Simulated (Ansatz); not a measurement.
MnF₃⁺, relaxed as a quartet with UKS r2SCAN-D4/def2-TZVP in Ansatz, starting from the r2SCAN-D4/def2-TZVP geometry of the neutral quintet. Force threshold 0.02 eV/Å.

Start:

Cartesian coordinates in Å:
```
Mn 0.1578 0.0481 -0.1035
F -1.2372 -0.3771 0.8116
F 0.7428 -1.4467 -0.7926
F 0.3366 1.7757 0.0845
```

| step | energy (eV) | largest force component (eV/Å) | SCF passes |
| --- | --- | --- | --- |
| 1 | -39462.4455 | 2.478 | 23 |
| 2 | -39462.7776 | 1.645 | 32 |
| 3 | -39463.0414 | 0.526 | 30 |
| 4 | -39463.0839 | 0.021 | 29 |
| 5 | -39463.0839 | 0.001 | 26 |

Force components are those of the run's own axes.

End:

```xyz
4

Mn   -0.0004    0.0001   -0.0006
F    -1.3360   -0.4063    0.8737
F     0.8405   -1.1633   -0.8085
F     0.4959    1.5695   -0.0645
```

By distances, no bond broke or formed. The bond that changes most is Mn1–F4, from 1.75 to 1.65 Å (atoms count from 1).

No frequencies were taken in this run, so the end may be a saddle point.

Run time 11 s (2 threads of Intel Xeon 6975P-C on a shared host).
